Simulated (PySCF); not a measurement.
# Correlation energy of Cd³⁴⁺ (cadmium, charge +34)

[Ne] 3s2 3p2, high-spin 3P determinant. Calculation: PySCF 2.14, in an even-tempered Gaussian basis (18 s from 5.3 bohr⁻², ratio 2.5; 12 p from 6.9 bohr⁻², ratio 2.5; 4 d from 29 bohr⁻², ratio 2.7; 4 f from 43 bohr⁻², ratio 2.7); the spin-free X2C one-electron Hamiltonian (Gaussian nucleus). Frozen: 1s2; 12 electrons correlated; the 22 highest virtual orbitals of each spin left out.

```csv
level,correlation energy (mhartree)
CCSD,-510.04
(T),-1.17
CCSD(T),-511.21
```

Diagnostics: T1 = 0.00079, D1 = 0.0035, largest double amplitude 0.061.

Q: Is a single reference adequate?

A: Yes, within this model without spin-orbit coupling: T1 lies below 0.03 and no double amplitude reaches 0.07.

At this charge the one-electron X2C treatment keeps the bare 1/r₁₂, with no two-electron picture change or Breit term. The effect here is smaller than on the frozen 1s shell; and a scalar Hamiltonian misses the large spin-orbit splitting of the p shells, which matters for ns² → np² pairs.

Spin-orbit coupling is strong in this species, so the high-spin LS determinant is a model state.
